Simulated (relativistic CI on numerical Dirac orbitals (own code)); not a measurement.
# Hyperfine structure of Hg52+, mass number 199

Method of calculation: Dirac-Coulomb-Breit CI, KLI orbitals optimised for each configuration, model QED (radiative potential, 1s self-energy scaled to tabulated hydrogen-like ionisation energies), unscaled Slater integrals (own radial code, finite nucleus).

Configuration list (outside the closed core [Ne]): 3s2 3p6 3d10, 3s2 3p6 3d9 4s, 3s2 3p6 3d9 4p, 3s2 3p6 3d9 4d, 3s2 3p5 3d10 4s, 3s2 3p6 3d9 4f, 3s2 3p5 3d10 4p, 3s2 3p6 3d8 4s2, 3s2 3p5 3d10 4d, 3s2 3p6 3d8 4s 4p, 3s 3p6 3d10 4s, 3s2 3p6 3d9 5s, 3s2 3p5 3d10 4f, 3s2 3p6 3d8 4p2, 3s2 3p6 3d8 4s 4d, 3s2 3p6 3d9 5p. Levels of other configurations are missing.

Nuclear spin I = 1/2, μ = 0.5039 μN (tables of Stone and Pyykkö). The electronic factors are computed for point nuclear moments, without core polarisation or the Bohr-Weisskopf and QED corrections.

| Level | E (eV) | A (GHz) |
| --- | --- | --- |
| 3s2 3p6 3d9 4s 3D_3 | 1919.38 | 492.4 |
| 3s2 3p6 3d9 4s 1D_2 | 1921.51 | -390.6 |
| 3s2 3p6 3d9 4s 3D_1 | 2016.50 | -513.5 |
| 3s2 3p6 3d9 4s 3D_2 | 2017.83 | 772.2 |
| 3s2 3p6 3d9 4p 3P°_2 | 2030.88 | -88.03 |
| 3s2 3p6 3d9 4p 3F°_2 | 2127.88 | 317.6 |
| 3s2 3p6 3d9 4p 3F°_4 | 2186.24 | 64.38 |
| 3s2 3p6 3d9 4p 1P°_1 | 2189.69 | 20.83 |

Levels with J = 0, under 50 % of one LS term, or S terms without an open s electron are left out. Small factors come from cancelling terms and can be off by tens of per cent or more.

At this charge energies of transitions that change n are usually good to better than 1 %, and those within a shell (Δn = 0) to a few per cent.

Q: Give the hyperfine levels of 3s2 3p6 3d9 4s 3D_3 relative to its centre of gravity.

A: With K = F(F + 1) − I(I + 1) − J(J + 1), E = AK/2: F = 5/2: -984.8, F = 7/2: 738.6 GHz.

LS names give the leading component of a level, which can be under half, so a name can repeat, a term be missing and a line seem to break the LS rules.
